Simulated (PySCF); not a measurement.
Spin–orbit doublets of 2p levels

Compound: (HAlPH)4 cubane, Al₄H₈P₄.
Bonds: Al1–P3, Al1–P6, Al1–P9, P3–Al4, P3–Al10, Al4–P6, Al4–P12, P6–Al7, Al7–P9, Al7–P12, P9–Al10, Al10–P12. Hydrogens: H2 on Al1; H13 on P3; H5 on Al4; H14 on P6; H8 on Al7; H15 on P9; H11 on Al10; H16 on P12.

Computed, not measured: PySCF, delta-SCF UKS SCAN, pcX-2 on the ionised atom, pcseg-1 elsewhere, spin-free X2C. These are vertical core ionisation energies against the vacuum level, from separate self-consistent calculations with and without the core hole. Spin–orbit and ligand-field terms were added within each 2p shell after the spin-free SCF. The splitting includes the ligand field, and 2p3/2 is the mean of two sublevels.

When a 2p electron fills a 1s hole, the emitted photon carries the energy difference of the two hole states (Kα1 from 2p3/2, Kα2 from 2p1/2), here at the ground state's geometry.

```json
{"atom": "P3/P6/P9/P12", "Kα1 (eV)": "2013.35", "Kα2 (eV)": "2012.46", "2p3/2 binding energy (eV)": "135.20"}
```

What are the 1s and 2p1/2 binding energies?

1s = Kα1 + 2p3/2, and 2p1/2 = 1s − Kα2:

| atom | environment | 1s (eV) | 2p1/2 (eV) |
| --- | --- | --- | --- |
| P3/P6/P9/P12 | phosphorus bonded to 3 Al and H | 2148.55 | 136.09 |

And the 1s levels of the other atoms?

Al1/Al4/Al7/Al10 (aluminium bonded to 3 P and H) 1566.14 eV.

The first atom of each set that the bonding makes equivalent was ionised and stands for the set. One conformer (not necessarily the lowest) at the PBE0-D3(BJ)/def2-SVP geometry, without solvent, vibrations or thermal averaging.
